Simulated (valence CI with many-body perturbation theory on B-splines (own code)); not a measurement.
Results of a calculation; reference values are marked as such.
**Tm¹⁸⁺: what each term of the Hamiltonian does**

Method: configuration interaction combined with many-body perturbation theory (CI+MBPT): five valence electrons over a frozen Dirac-Fock core [Kr] 4d10, radial functions for each j: 7 s, 7 p, 7 d, 7 f, 4 g, 2 h, with the one-electron correlation potential Σ1, the two-electron term Σ2, the three-electron term Σ3, Breit, model QED; selected CI, second order for the rest (own B-spline code, finite nucleus).

No measured spectrum was set against this ion. As an estimate, terms of the open shell hold to a few per cent of their energy, and close levels can change places. Core correlation moves these levels by up to 3700 cm⁻¹, and in measured spectra 5 to 20 % of such shifts remained as error; rates that hang on mixing are uncertain with them. Among the levels kept, up to 1100 cm⁻¹ of a level comes from second order outside the variational space, and about a tenth of that is noise between levels of different J, which matters for small intervals. Only levels of the ground parity were solved; by the run's estimate the other parity begins above the list, which can be wrong where configurations are misplaced.

Each rung adds one term. CI alone is the Dirac-Coulomb CI over the frozen core; QED comes last and gives the full result, which names the levels. Energies are above 4f⁵ ⁶H°_5/2 on the same rung, in cm⁻¹.

Names give the largest LS component (configuration and term), which can be under half, so a name can repeat, a term be missing and a line seem to break the LS rules; names also repeat where a configuration has a term twice. Letters in brackets count levels of one name in rising energy.

```tsv
Level	CI alone	+ Σ1	+ Σ2	+ Σ3	+ Breit	Full
4f⁵ ⁶H°_7/2	4165	4386	4843	4870	4385	4415
4f⁵ ⁶H°_9/2	8604	9026	9872	9904	8938	8994
4f⁵ ⁶H°_11/2	13074	13663	14823	14844	13414	13490
4f⁵ ⁶F°_1/2	15475	15793	15774	15833	15376	15414
4f⁵ ⁶F°_3/2	15662	15956	15969	16029	15614	15647
4f⁵ ⁶F°_5/2	16701	16972	16986	17009	16618	16645
4f⁵ ⁶H°_13/2	17447	18168	19580	19575	17695	17786
4f⁵ ⁶F°_7/2	20126	20592	20933	21046	20212	20266
4f⁵ ⁶H°_15/2	21568	22378	23953	23887	21616	21714
4f⁵ ⁶F°_9/2	24550	25218	25828	26001	24694	24774
4f⁵ ⁶F°_11/2	29332	30177	31006	31187	29425	29525
4f⁵ ⁴G°_5/2 [a]	33618	33926	34670	34358	34104	34126
4f⁵ ⁴F°_3/2	36744	37212	38720	38650	38210	38251
4f⁵ ⁴M°_15/2 [a]	40213	40508	40034	39642	38434	38454
4f⁵ ⁴I°_9/2	42277	42786	43541	43000	42165	42211
4f⁵ ⁴G°_7/2 [a]	41295	41917	43318	43106	42267	42326
4f⁵ ⁴I°_11/2 [a]	43436	43941	44262	43858	42870	42914
4f⁵ ⁴L°_13/2 [a]	44304	44771	44484	44097	42930	42966
4f⁵ ⁴M°_17/2	47462	48092	48017	47823	45843	45904
4f⁵ ⁴P°_5/2	46904	47455	47396	47144	46796	46828
4f⁵ ⁴M°_15/2 [b]	49967	50779	51525	51187	49286	49367
4f⁵ ⁴G°_9/2	49296	50123	51690	51508	50204	50283
4f⁵ ⁴F°_5/2	49445	50151	51729	51661	50624	50708
4f⁵ ⁴M°_19/2	52905	53726	53886	53767	51087	51172
4f⁵ ²P°_1/2	52136	52572	53751	52796	52470	52504
4f⁵ ⁶P°_3/2	53665	54266	53230	53415	52788	52838
4f⁵ ⁴L°_13/2 [b]	53984	54839	55230	54871	53173	53262
4f⁵ ⁴L°_15/2	55548	56323	56624	56011	54107	54184
4f⁵ ⁴M°_21/2	56717	57628	57886	57767	54559	54652
4f⁵ ⁴I°_11/2 [b]	54796	55700	56916	56402	54854	54949
4f⁵ ⁴G°_11/2 [a]	56297	57142	57815	57624	56144	56218
```

**Question.** How does the ionisation energy move along the ladder, and which term matters most?

**Answer.** CI alone 431.38, + Σ1 434.31, + Σ2 443.24, + Σ3 443.27, + Breit 443.28, + QED 443.31 eV. The largest step is Σ2, 8.93 eV. NIST lists 460 ± 24 eV (theoretical).
